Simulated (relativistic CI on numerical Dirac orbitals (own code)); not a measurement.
What each ingredient does to the levels of Ir LXVIII

Base calculation: Dirac-Coulomb-Breit CI, KLI orbitals optimised for each configuration, model QED (radiative potential, 1s self-energy scaled to tabulated hydrogen-like ionisation energies), unscaled Slater integrals.

CI space (outside the closed core 1s2): 2s2 2p6, 2s2 2p5 3s, 2s2 2p5 3p, 2s2 2p5 3d, 2s 2p6 3s, 2s 2p6 3p, 2s 2p6 3d, 2s2 2p5 4s, 2s2 2p5 4p, 2s2 2p5 4d, 2s2 2p5 4f, 2s2 2p4 3s2, 2s2 2p4 3s 3p, 2s 2p6 4s, 2s2 2p5 5s, 2s2 2p5 5p, 2s2 2p4 3s 3d, 2s 2p6 4p, 2s2 2p5 5d, 2s2 2p4 3p2, 2s2 2p5 5f, 2s2 2p5 5g, 2s 2p6 4d, 2s 2p6 4f, 2s2 2p4 3p 3d, 2s 2p5 3s2, 2s2 2p4 3d2, 2s 2p5 3s 3p, 2s 2p5 3s 3d, 2s 2p5 3p2, 2s 2p6 5s, 2s 2p5 3p 3d, 2s 2p6 5p, 2s 2p6 5d, 2s 2p6 5f, 2s 2p6 5g. Levels of other configurations are missing.

The lowest level and the first level of each name with at least 55 % of one term (blank where a level has no safe partner in the second run):

```tsv
Level	Base (eV)	Shift (eV)
2s2 2p6 1S_0	0.0	0.0
2s2 2p5 3s 3P°_2	9007.1	+1.4
2s2 2p5 3s 1P°_1	9016.1	+1.4
2s2 2p5 3p 3D_3	9623.8	+1.5
2s2 2p5 3p 1P_1	9624.3	+1.5
2s2 2p5 3p 3P_2	9637.7	+1.5
2s2 2p5 3p 1S_0	9698.2	+1.5
2s2 2p5 3d 3P°_0	9791.4	+1.2
2s2 2p5 3d 3P°_1	9801.9	+1.2
2s2 2p5 3d 3F°_4	9903.1	+1.2
2s2 2p5 3d 3D°_3	9921.3	+1.2
2s2 2p5 3d 1P°_1	9951.8	+1.2
2s2 2p5 3s 3P°_0	10674.9	+1.4
2s2 2p5 3s 3P°_1	10678.4	+1.4
```

At this charge energies of transitions that change n are usually good to better than 1 %, and those within a shell (Δn = 0) to a few per cent.

**Question.** One thing was changed in a second run, which moved the levels as shown. Which?
A. configuration mixing switched off
B. QED terms removed
C. Breit term removed
D. P86 correlation estimate

**Answer.** D. P86 correlation estimate. A correlation estimate moves all levels of a configuration together before mixing; mixed levels move by a weighted share.

LS names give the leading component of a level, which can be under half, so a name can repeat, a term be missing and a line seem to break the LS rules.
